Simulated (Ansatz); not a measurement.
AsSe2, relaxed as a quartet with UKS PBE0-D4/def2-TZVP in Ansatz, starting from the PBE0-D4/def2-TZVP geometry of the neutral doublet. Force threshold 0.02 eV/Å.

The relaxation made no stability test and no search for a lower SCF solution. At PBE0-D4/def2-TZVP a doublet of charge 0 lies 1.14 eV below the quartet, each at its own geometry. The structure comes from a short search, and lower isomers may exist.

Start:

```xyz
3

As    0.473   -1.247   -0.168
Se   -1.136    0.195    0.736
Se    0.663    1.053   -0.568
```

```csv
step,energy (eV),largest force component (eV/Å),SCF passes
1,-191516.9770,2.620,19
2,-191517.5717,0.372,30
3 (rejected),-191517.5637,0.356,26
4,-191517.6052,0.008,27
```

Force components are those of the run's own axes.

End:

```
atom   x (Å)   y (Å)   z (Å)
 As1   0.438  -1.155  -0.156
 Se2  -1.283   0.070   0.850
 Se3   0.845   1.085  -0.694
```

By distances, no bond broke or formed. The bond that changes most is Se2–Se3, from 2.38 to 2.82 Å (atoms count from 1).

No frequencies were taken in this run, so the end may be a saddle point.

It took 14 s on 4 threads of Arm Neoverse V1 on a shared host.
